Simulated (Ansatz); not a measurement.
Z-matrix (Å, degrees):
```
C
Ga 1 1.960
H 1 1.090 2 111.8
H 1 1.092 2 110.4 3 121.7
H 1 1.093 2 109.4 3 -120.1
Se 2 2.332 1 120.0 3 13.1
H 2 1.565 1 126.4 3 -167.4
H 6 1.469 2 93.7 1 -0.6
```

Total charge 0; spin multiplicity 1.

List the PBE/def2-TZVPP orbital energies in eV (the Gaussian-basis code of Ansatz). (An estimate is asked.)

The calculation gave: Occupied: -12302.08, -10093.70, -1562.07, -1402.84, -1402.81, -1402.78, -1233.63, -1093.34, -1093.25, -1093.22, -268.80, -205.05, -150.38, -150.26, -150.16, -143.38, -98.01, -97.77, -97.67, -53.48, -53.45, -53.37, -53.27, -53.27, -20.07, -19.93, -19.88, -19.86, -19.83, -17.21, -16.82, -10.76, -9.92, -9.88, -9.21, -7.23, -6.84, -6.06. Lowest empty: -1.91, -0.62, -0.48, 0.41, 1.71, 2.12, 2.25, 3.02.
